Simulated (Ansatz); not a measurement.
`[F][AlH][CH2][SiH3]` + CH₃NH₂ → `C[NH][AlH][F]` + `C[SiH3]`  (ligand exchange at the Al–C bond)

Gas-phase electronic energies from Ansatz, PBE0-D4/def2-TZVP geometries. CCSD(T)/CBS is the MP2 limit (def2-TZVPP, def2-QZVPP) plus CCSD(T) − MP2 in def2-TZVPP, frozen cores. This one scheme is used for every species. DFT in def2-TZVPP. Each species was taken in one conformer, which may not be the lowest.

```tsv
level	ΔE (kcal/mol)	difference from CCSD(T)/CBS
revPBE-D4	-18.7	0.9
CAM-B3LYP-D4	-21.0	-1.4
B2PLYP	-20.8	-1.2
BHLYP	-21.1	-1.5
CAM-B3LYP	-21.2	-1.6
RPA@PBE/def2-TZVPP	-19.7	-0.1
CCSD/def2-SVP	-21.0	-1.4
HF/def2-TZVPP	-21.3	-1.7
HF/def2-QZVPP	-21.3	-1.7
MP2/def2-QZVPP	-20.2	-0.6
CCSD(T)/CBS	-19.6	0
```

Largest T1 diagnostic among the species: 0.012.

In def2-TZVPP, CCSD(T) changes the Hartree–Fock value by +1.3 kcal/mol (the triples alone add +0.2 kcal/mol) and MP2 by +0.9 kcal/mol. Leaving LDA and LC-ωPBE aside and taking each functional with its dispersion term where it has one, the values, not all of them listed here, spread over 2.5 kcal/mol, from CAM-B3LYP-D4 to HSE06-D4. LDA lies −0.8 kcal/mol from PBE without D4. At CCSD(T), def2-SVP lies −1.3 kcal/mol from the extrapolated value and def2-TZVPP −0.3 kcal/mol.
